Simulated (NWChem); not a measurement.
# C$_{2}$H$_{8}$SSi; SMILES C[SiH](C)S

```xyz
12

Si    -0.3939     0.3845     0.0000
C      0.2708     1.2142    -1.5471
C      0.2708     1.2142     1.5471
S      0.0482    -1.7325     0.0000
H     -1.8880     0.4076     0.0000
H      1.3716     1.1760    -1.5722
H     -0.1070     0.7136    -2.4511
H     -0.0311     2.2736    -1.5828
H     -0.1070     0.7136     2.4511
H      1.3716     1.1760     1.5722
H     -0.0311     2.2736     1.5828
H      1.3907    -1.5724     0.0000
```
Atoms are numbered in this order, from 1.

Computed with NWChem. Coordinates come from a PBE0/def2-SVP optimisation. Level: M06-2X/def2-SVP with SMD (1 M gas to 1 M solution), gas-phase geometry. Reactions with the solvent are ignored.

Task: Estimate the computed values for solvent cyclohexanone. Quantities: solvation free energy (kcal/mol); cavity-dispersion-structure term (kcal/mol); dipole in solution (D).

Result: 
```
Property                                     Value
-------------------------------------------  -----
solvation free energy (kcal/mol)              -3.2
cavity-dispersion-structure term (kcal/mol)    0.0
dipole in solution (D)                        2.79
```
